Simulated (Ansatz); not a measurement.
Relaxation of FGaH₂O (5 atoms, charge 0, multiplicity 1), to a largest force component of 0.02 eV/Å in at most 50 steps.

Computed with Ansatz, UKS PBE-D4/def2-SVP.

```xyz
5
Properties=species:S:1:pos:R:3
O -0.778 -0.989 -0.495
Ga 0.629 0.317 -0.048
F 0.019 1.760 -0.746
H -1.265 -0.808 0.327
H 1.445 -0.353 0.920
```

**Question.** Where does it end, and by what steps?

**Answer.** The forces met the threshold. After 8 steps the energy has fallen by 1.062 eV; H4 moved furthest, 0.64 Å.

```csv
step,energy less start (eV),largest force component (eV/Å),accepted
0,0.0000,3.362,yes
1,-0.6200,1.279,yes
2,-0.8241,1.205,yes
3,-0.8920,1.146,yes
4,-0.9004,2.090,yes
5,-1.0238,0.495,yes
6,-1.0558,0.192,yes
7,-1.0590,0.095,yes
8,-1.0621,0.015,yes
```

```xyz
5
Properties=species:S:1:pos:R:3
O -1.150 -0.588 -0.295
Ga 0.386 0.279 0.017
F 0.440 1.792 -0.889
H -1.208 -1.429 0.195
H 1.582 -0.127 0.931
```

Whether the end is a true minimum wasn't checked by a vibrational analysis.

Run time: 9.2 s on 2 threads of Intel(R) Xeon(R) Platinum 8488C (Sapphire Rapids), with other jobs on the host, peak memory 0.17 GiB.
